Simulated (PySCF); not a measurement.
Dipole response of Ar⁺ (argon, charge +1)

[Ne] 3s2 3p5, 2P determinant. All numbers are calculated (PySCF 2.14, the non-relativistic Hamiltonian (point nucleus), in def2-TZVPPD (6s6p4d1f, 51 functions)). Coupled (time-dependent) response in atomic units; α is the mean over directions.

| method | mean α (bohr³) | α xx, yy, zz | C₆ (like pair) | S(−4) |
| --- | --- | --- | --- | --- |
| UHF | 6.789 | 6.635, 6.867, 6.867 | 30.46 | 9.723 |
| PBE | 7.064 | 6.832, 7.180, 7.180 | 31.90 | 11.03 |
| PBE0 | 6.931 | 6.730, 7.031, 7.031 | 31.18 | 10.42 |
| M06 | 6.893 | 6.727, 6.976, 6.976 | 30.45 | 10.68 |
| r2SCANh | 6.898 | 6.713, 6.991, 6.991 | 31.75 | 9.786 |

S(−4) is the Cauchy moment in α(ω) = α(0) + S(−4) ω² + …

α(iu) at r2SCANh:

```csv
u (hartree),α(iu) (bohr³)
0,6.898
0.0500,6.874
0.100,6.802
0.200,6.530
0.300,6.129
0.500,5.149
0.750,3.967
1.00,3.036
1.50,1.858
2.00,1.228
3.00,0.6461
5.00,0.2769
```

For an ion, C₆ is the dispersion term alone; charge-induced terms of lower order in 1/R come first.

The components differ because the open shell of this determinant is not spherical; for a pure term their mean is the scalar polarisability.
